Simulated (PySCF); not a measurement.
Atom-mapped SMILES (the numbers label the heavy atoms): `[CH2:1]=[CH:2][CH2:3][N:4]([SiH3:5])[GeH3:6]`. Hydrogens are named by the atom that carries them. Ha(C1) is cis to C3; Hb(C1) is trans to C3.

Geometry: PBE0-D3(BJ)/def2-SVP; GIAO shifts from PySCF, gas phase, non-relativistic, averaged over equivalent atoms.

At PBE0/pcSseg-1 (188 basis functions, 25 s wall time on 1 thread of an Arm Neoverse V2, shared host):
| atoms | δ (ppm) |
| --- | --- |
| C2 | 146.2 |
| C1 | 123.8 |
| C3 | 58.3 |
| N4 | 10.8 |
| Si5 | -44.3 |
| Ge6 | -113.7 |
| H(C2) | 6.08 |
| Ha(C1) | 5.40 |
| Hb(C1) | 5.36 |
| H(Ge6) | 4.82 |
| H(Si5) | 4.60 |
| H(C3) | 3.40 |

References, each an isolated molecule treated in the same way: ¹³C (σ = 184.41 ppm), ²⁹Si (σ = 351.99 ppm), ¹H (σ = 31.27 ppm) against TMS; ¹⁵N (σ = 265.67 ppm) against NH3; ⁷³Ge (σ = 1330.28 ppm) vs GeMe4.

Problem. Predict the values at B3LYP/pcSseg-1 on the same geometry.

Solution. 
```json
{"atoms": "C2", "δ at B3LYP/pcSseg-1": "147.1", "change": "+0.9"}
{"atoms": "C1", "δ at B3LYP/pcSseg-1": "122.7", "change": "-1.1"}
{"atoms": "C3", "δ at B3LYP/pcSseg-1": "59.6", "change": "+1.3"}
{"atoms": "N4", "δ at B3LYP/pcSseg-1": "17.8", "change": "+7.0"}
{"atoms": "Si5", "δ at B3LYP/pcSseg-1": "-48.8", "change": "-4.5"}
{"atoms": "Ge6", "δ at B3LYP/pcSseg-1": "-125.5", "change": "-11.8"}
{"atoms": "H(C2)", "δ at B3LYP/pcSseg-1": "6.00", "change": "-0.08"}
{"atoms": "Ha(C1)", "δ at B3LYP/pcSseg-1": "5.28", "change": "-0.12"}
{"atoms": "Hb(C1)", "δ at B3LYP/pcSseg-1": "5.22", "change": "-0.14"}
{"atoms": "H(Ge6)", "δ at B3LYP/pcSseg-1": "4.79", "change": "-0.03"}
{"atoms": "H(Si5)", "δ at B3LYP/pcSseg-1": "4.51", "change": "-0.09"}
{"atoms": "H(C3)", "δ at B3LYP/pcSseg-1": "3.41", "change": "+0.01"}
```

References, each an isolated molecule treated in the same way: ¹³C (σ = 179.24 ppm) and ²⁹Si (σ = 337.86 ppm) and ¹H (σ = 31.38 ppm) vs TMS; ¹⁵N (σ = 263.54 ppm) vs NH3; ⁷³Ge (σ = 1291.94 ppm) against GeMe4.

The largest change is at Ge6 (germanium bonded to N, 3 H). Cost: 188 basis functions, 25 s wall time on 1 thread of an Arm Neoverse V2, shared host. The order of the carbon signals is the same at both levels.

Relativistic effects, spin–orbit coupling among them, are left out; they matter for Ge and for the light atoms bonded to it. Experimental scales use liquid or dissolved standards, which lie at an offset from isolated NH3 (liquid NH3: subtract about 20 ppm).
